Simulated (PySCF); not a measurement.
SnO2, SMILES [O]=[Sn]=[O].

Coordinates come from a r2SCAN-D4/def2-TZVP optimisation. The def2 effective core potentials stand for the cores of Sn; spin–orbit coupling is left out.

Two levels are set side by side: TDA-PBE/def2-SVPD (PySCF) and TDA-CAM-B3LYP/def2-SVPD (PySCF). Vertical, same geometry. The lowest singlet is HOMO−1→LUMO 100 % with PBE and HOMO−1→LUMO 98 % with the other functional; states are paired by order. Differences are taken from unrounded values.

```json
[
 {"quantity": "lowest singlet excitation (eV)", "TDA-CAM-B3LYP": "3.45"},
 {"quantity": "lowest triplet excitation (TDA) (eV)", "TDA-CAM-B3LYP": "2.80"}
]
```

Question: What does TDA-PBE give, and how far is it from TDA-CAM-B3LYP? (An estimate is asked for; the answer gives what the named calculation found.)

Answer: 
| quantity | TDA-PBE | TDA-PBE minus TDA-CAM-B3LYP |
|---|---|---|
| lowest singlet excitation (eV) | 3.19 | -0.26 |
| lowest triplet excitation (TDA) (eV) | 2.57 | -0.23 |

Functionals without exact exchange tend to place singlet excitations lower, as here. Differences between two approximate levels are no errors against the true value.

Rough cost on one machine, each run with all the roots and properties that it gave: TDA-CAM-B3LYP against TDA-PBE about 2 times.
